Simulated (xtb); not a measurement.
Zn(OH2)6 (H₁₂O₆Zn), SMILES [OH2]->[Zn+2](<-[OH2])(<-[OH2])(<-[OH2])(<-[OH2])<-[OH2], charge +2. All values are semi-empirical tight-binding results from xtb (GFN2-xTB unless named), good for trends rather than for accurate numbers. Geometry: GFN2-xTB. The isomer is the one that the SMILES or the coordinates give; other isomers of the formula were not compared.

For metal compounds this method's bond lengths and energies can be far off.

Computed properties:
```
Item                                          Result
-------------------------------------  -------------
point group as xtb finds it                       Th
orbital gap                                  7.67 eV
zero-point energy                      84.8 kcal/mol
G − E(el) at 298.15 K (modified RRHO)  57.7 kcal/mol
```
